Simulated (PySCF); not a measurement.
trans-Zr(PH3)2Br4 (singlet state).
Bonds: Zr1–P2, Zr1–P6, Zr1–Br10, Zr1–Br11, Zr1–Br12, Zr1–Br13. Hydrogens: H3, H4, H5 on P2; H7, H8, H9 on P6.

A linear-response calculation (PySCF, def2-SVPD basis, gas phase, vertical, core orbitals frozen in the response) gave these numbers; the functional is withheld.

Orbital energies (eV): HOMO-3 -9.18, HOMO-2 -9.16, HOMO-1 -9.08, HOMO -8.76, LUMO -1.78, LUMO+1 -1.77, LUMO+2 -1.23.

```csv
state,E (eV),f,"main configurations (H = HOMO, L = LUMO)"
S1,3.86,0.0012,H→L/L+1 (≥93%)
S2,3.86,0.0011,H→L/L+1 (≥93%)
S3,4.17,0.0003,"H-2→L/L+1 (≥51%), H-3→L/L+1 (≥35%)"
S4,4.19,0.0020,"H-2→L/L+1 (≥49%), H-3→L/L+1 (≥24%), H-1→L/L+1 (≥16%)"
S5,4.21,0.0093,"H-1→L/L+1 (≥67%), H-4→L/L+1 (≥9%)"
S6,4.22,0.0074,"H-1→L/L+1 (≥50%), H-2→L/L+1 (≥18%), H-3→L/L+1 (≥9%)"
```

Triplets (Tamm–Dancoff): T1 3.75 eV, H→L/L+1 (≥93%); T2 3.76 eV, H→L/L+1 (≥93%); T3 3.90 eV, H-1→L/L+1 (≥72%), H-4→L/L+1 (≥10%); T4 3.91 eV, H-1→L/L+1 (≥73%), H-4→L/L+1 (≥10%).

Vertical ionisation energy by ΔSCF with the same functional: 9.43 eV. Mean static polarisability: 193.1 au.

Orbitals of the list HOMO-3 to LUMO+2 that lie within 0.01 eV of each other are written together with a slash and their weights summed (≥ marks a lower bound); for degenerate orbitals outside that list single weights are arbitrary.

Task: Which of these was used?
A. PBE0
B. HF
C. PBE
D. CAM-B3LYP

Result: D. CAM-B3LYP is range-separated, 19% exact exchange at short range and 65% at long range (ω = 0.33 bohr⁻¹). In this run −ε(HOMO) = 8.76 eV differs from the ΔSCF value by -0.67 eV, and S1 differs from the orbital gap of 6.99 eV by -3.13 eV. The ratio −ε(HOMO)/IP is 0.93. Usual ranges for neutral molecules in this basis: 0.85 to 0.93 with CAM-B3LYP, 0.5 to 0.7 with PBE, 0.7 to 0.83 with PBE0; Hartree–Fock can't fall below 1, since the ion's relaxation only lowers the ΔSCF value.

The calculation used PySCF, TDDFT CAM-B3LYP/def2-SVPD, vertical, gas phase, core orbitals frozen in the response, def2 core potentials past Kr. Isolated species at its PBE0-D3(BJ)/def2-SVP geometry, gas phase. Spin–orbit coupling is left out. The geometry optimisation had not met its thresholds, so the values belong to a structure short of the stationary point.
